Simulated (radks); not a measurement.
The numbers below are computed, except where a source is named.
Neutral hydrogen, 1 electrons, occupied as 1s1.

Code: a radial shooting solver on a logarithmic mesh with Libxc functionals. Model: scalar-relativistic Kohn-Sham, PBEsol, spin-polarised, spherical densities, finite nucleus; open shells are filled with parallel spins first; Gaussian nuclear charge, rms radius 0.8783 fm.

Energy parts (eV):
total: -13.299
kinetic: 13.119
electron-nucleus: -26.708
Hartree: 8.258
exchange-correlation: -7.967

Orbitals (lengths in bohr, moments of r in powers of bohr; <r^-3> diverges for s and p1/2; r(max) is where P^2 peaks):
| orbital | occ. | eigenvalue (eV) | <r^-3> | r(max) |
|---|---|---|---|---|
| 1s up | 1 | -7.3914 | - | 1.001 |

The highest occupied level is 1s up at -7.391 eV. The electron density at the nucleus is 0.3152 e/bohr^3 (large components only).
